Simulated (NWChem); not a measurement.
**A calculation on F₂Sn**

```xyz
3

Sn     0.0000     0.0000     0.3462
F      1.4596     0.0000    -0.9616
F     -1.4596     0.0000    -0.9616
```
Charge 0, spin multiplicity 1.

Program: NWChem. The geometry was optimised at B3LYP/def2-SVP with def2 effective core potentials on Sn, a minimum by its harmonic frequencies.

Symmetry labels belong to the abelian group C2v used in the runs, with the axes of the coordinates shown.

Effective core potentials replace the inner electrons of Sn; spin-orbit coupling is left out. B3LYP has NWChem's definition, with VWN1-RPA local correlation. The structure started from a generated list of species.

Question: List the lowest 3 singlet excitations that TD-B3LYP/def2-SVPD with def2 effective core potentials on Sn, VWN1-RPA local correlation gives, with oscillator strengths.

Answer: 
| state | symmetry | energy (eV) | wavelength (nm) | f |
|---|---|---|---|---|
| 1 | b2 | 4.93 | 251 | 0.097 |
| 2 | a2 | 5.74 | 216 | 0.000 |
| 3 | b1 | 6.27 | 198 | 0.000 |
